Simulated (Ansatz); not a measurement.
Mulliken charges of CH4ClGaOS, SMILES `C[O][Ga]([SH])[Cl]` from PBE/def2-TZVPP in Ansatz (PBE0-D4/def2-TZVP geometry).

```json
{"atom": "C1", "x (Å)": "1.110", "y (Å)": "0.972", "z (Å)": "0.638", "charge (e)": "-0.119"}
{"atom": "O2", "x (Å)": "0.341", "y (Å)": "-0.206", "z (Å)": "0.540", "charge (e)": "-0.307"}
{"atom": "Ga3", "x (Å)": "-0.884", "y (Å)": "-0.489", "z (Å)": "-0.700", "charge (e)": "0.476"}
{"atom": "S4", "x (Å)": "-1.983", "y (Å)": "-2.365", "z (Å)": "-0.719", "charge (e)": "-0.211"}
{"atom": "Cl5", "x (Å)": "-1.252", "y (Å)": "1.031", "z (Å)": "-2.151", "charge (e)": "-0.246"}
{"atom": "H6", "x (Å)": "0.961", "y (Å)": "1.422", "z (Å)": "1.625", "charge (e)": "0.098"}
{"atom": "H7", "x (Å)": "2.171", "y (Å)": "0.726", "z (Å)": "0.528", "charge (e)": "0.098"}
{"atom": "H8", "x (Å)": "0.851", "y (Å)": "1.719", "z (Å)": "-0.121", "charge (e)": "0.083"}
{"atom": "H9", "x (Å)": "-1.315", "y (Å)": "-2.811", "z (Å)": "0.361", "charge (e)": "0.128"}
```

Question: By hand: the dipole of these point charges (1 e Å = 4.8032 D).

Answer: Σ q r = (0.278, -0.046, 0.353) e Å, of length 0.452 e Å = 2.17 D.

Question: How does the dipole of the full density compare? (Estimate.)

Answer: Computed: (0.173, -0.032, 0.221) e Å, 1.36 D; the point charges give 1.60 times that, at 1° from its direction.

Point charges leave out the atoms' own dipoles, such as those of lone pairs, and Mulliken's split depends on the basis, so the two needn't agree.
